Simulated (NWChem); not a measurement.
## One site exchanged: Ga, B, Al, In

Each species was optimised at PBE0/def2-SVP with NWChem, gas phase unless a solvent is named. All stand in one matching conformer (torsions within 35°), which need not be the lowest. Some are not confirmed as minima by frequencies. def2 effective core potentials on In; no spin-orbit coupling.

A: [F][Ga]([F])[AsH2] (GaAsH2F2)
B: FB(F)[AsH2] (BAsH2F2)
C: [F][Al]([F])[AsH2] (AlAsH2F2)
D: [F][In]([F])[AsH2] (InAsH2F2)

| quantity | A (Ga) | B (B) | C (Al) | D (In) |
|---|---|---|---|---|
| Pauling electronegativity of the site (pymatgen's table) | 1.81 | 2.04 | 1.61 | 1.78 |
| electrons in the molecule | 84 | 58 | 66 | 102 |
| dipole (D), PBE0/def2-SVP | 3.17 | 0.89 | 1.78 | 4.21 |
| orbital gap (eV), PBE0/def2-SVP | 7.06 | 7.46 | 7.16 | 6.23 |
| static polarisability, B3LYP/def2-SVPD (bohr³) | 60.1 | 47.3 | 57.4 | 69.1 |
| lowest singlet excitation, B3LYP/def2-SVPD, TDA (eV) | 5.85 | 6.13 | 5.74 | 5.37 |

“Dipole (D), PBE0/def2-SVP” runs from 0.89 in B (B) to 4.21 in D (In), rising in step with the number of electrons. “Orbital gap (eV), PBE0/def2-SVP” runs from 6.23 in D (In) to 7.46 in B (B), falling in step with the number of electrons. “Static polarisability, B3LYP/def2-SVPD (bohr³)” runs from 47.3 in B (B) to 69.1 in D (In), rising in step with the number of electrons. “Lowest singlet excitation, B3LYP/def2-SVPD, TDA (eV)” runs from 5.37 in D (In) to 6.13 in B (B), in no step with either the site's electronegativity or the electron count. The order by orbital gap (eV) is neither the same as nor the reverse of the order by lowest singlet excitation.

These are trends among computed rows of three or four species; they are not measurements.
